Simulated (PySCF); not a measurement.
## Electron correlation in Sc⁺ (scandium, charge +1)

[Ar] 3d1 4p1, one real determinant (an excited configuration). Computed with PySCF 2.14 in x2c-TZVPPall with one added diffuse shell each of s, p, d, f type (7s6p5d3f1g, 80 functions), with the spin-free X2C one-electron Hamiltonian (Gaussian nucleus). Frozen: [Ar]; 2 electrons correlated.

Total MP2 correlation energy: -1.89 mhartree.

Same-spin part -1.89 and opposite-spin part 0.00 mhartree; SCS-MP2 scales them by 1/3 and 6/5 to -0.63 mhartree.

The reference is one real determinant that mixes LS terms of this configuration.
